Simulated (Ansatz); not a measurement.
Molecule: methylidenecyclohexane, C7H12, net charge 0, singlet state. 
Geometry from a B3LYP-D3(BJ)/def2-TZVP (Ansatz, an electronic-structure program) optimisation:
```
C
C 1 1.3295
H 2 1.0835 1 121.52
H 2 1.0835 3 116.95 1 179.69
C 1 1.5050 2 122.87 3 -178.95
H 5 1.0913 1 110.48 2 1.13
H 5 1.0974 6 107.12 1 118.44
C 1 1.5050 2 122.87 3 -1.37
H 8 1.0913 1 110.48 2 -1.13
H 8 1.0974 9 107.12 1 -118.44
C 5 1.5364 6 110.76 7 118.01
H 11 1.0927 5 109.89 6 -60.77
H 11 1.0947 12 106.92 5 -118.00
C 11 1.5291 12 110.43 13 -118.81
H 14 1.0928 11 110.19 12 59.85
H 14 1.0961 15 106.60 11 118.35
C 14 1.5291 15 110.19 16 118.35
H 17 1.0927 14 110.43 15 -59.85
H 17 1.0947 18 106.92 8 118.00
```

Quantity: atomisation energy (electronic, to ground-state atoms), in eV. Valence correlation only, unless marked. UHF or UKS for open shells. Spin-orbit coupling is left out. Non-relativistic. The coupled-cluster limit lacks core correlation, which all-electron functionals hold. Basis-set limits of correlation are two-point, X^-3; Hartree-Fock from the larger set. [CCSD(T)-MP2]/basis is that difference in the basis named.

| level | program | atomisation energy (eV) |
|---|---|---|
| r2SCANh-D4/def2-TZVPD | Ansatz + dftd4 | … |
| CAM-B3LYP-D3(BJ)/def2-TZVPD | Ansatz + dftd3 | 83.32 |
| B2GP-PLYP/def2-TZVPD | Ansatz | … |
| RI-MP2/CBS(aug-cc-pVTZ,aug-cc-pVQZ)+[CCSD(T)-MP2]/aug-cc-pVTZ | Ansatz | 82.99 |

### Question
Some entries are withheld; supply them.

### Answer

- r2SCANh-D4/def2-TZVPD, atomisation energy (eV): 82.92
- B2GP-PLYP/def2-TZVPD, atomisation energy (eV): 81.93
